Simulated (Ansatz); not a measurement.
## Four-centre ligand exchange

Start structure (AlH$_{3}$OF$_{2}$, closed shell), relaxed at PBE0-D4/def2-TZVP:

Al1  (-0.348, 0.070, -0.523)
O2  (1.154, 0.824, -0.550)
F3  (-0.538, -1.506, -0.945)
F4  (-1.692, 0.986, -0.329)
H5  (0.061, -0.197, 1.598)
H6  (-0.598, -0.568, 1.569)
H7  (1.961, 0.390, -0.821)
(Å)

The step: AlHOF₂ ([OH][Al]([F])[F]) + H₂ → AlHF₂ ([F][AlH][F]) + H₂O (still joined by a long Al–O bond); bonds formed: Al1–H6, O2–H5; bonds broken: H5–H6; bonds weakened to dative contacts: Al1–O2. Program: Ansatz 0.2.0. Basis: def2-TZVPP and def2-QZVPP. Cores are frozen in the correlated methods. Extrapolation: Hartree–Fock as exp(−7.88 √X), correlation as X^−2.97. Energies below are by CCSD(T) at an estimated basis limit (MP2 extrapolated from triple and quadruple zeta, plus CCSD(T) − MP2 in triple zeta).

Question: What are the electronic barrier and the energy of the step, from the start structure to the end structure? (To be estimated.)

Answer: The calculation gives: Barrier 25.15 kcal/mol; step energy 3.92 kcal/mol (uphill); reverse barrier, their difference, 21.23 kcal/mol. Barrier and step energy count from the start structure, the reverse barrier from the end structure.

The saddle point: One imaginary mode of 1217i cm⁻¹.
| pair | start (Å) | saddle (Å) | end (Å) |
| --- | --- | --- | --- |
| Al1–H6 | 2.20 | 1.74 | 1.58 |
| O2–H5 | 2.62 | 1.24 | 0.96 |
| Al1–O2 | 1.68 | 1.81 | 1.97 |
| H5–H6 | 0.76 | 1.07 | 2.85 |

Zero-point energy (harmonic, PBE0-D4): ZPE is 20.52 kcal/mol at the start and 21.17 kcal/mol at the saddle, so the barrier goes from 25.15 to 25.80 kcal/mol.

T1 diagnostic: at most 0.013.

Labels in which every atom is bracketed show which atoms are joined, not bond orders.

For scale, one of the runs: CCSD(T)/def2-TZVPP, 177 basis functions (an equivalent command: `ansatz run in.yaml --threads 2`). Time: 30 s of wall clock on 2 CPU threads; the host was shared. Peak host memory: 1.8 GiB.
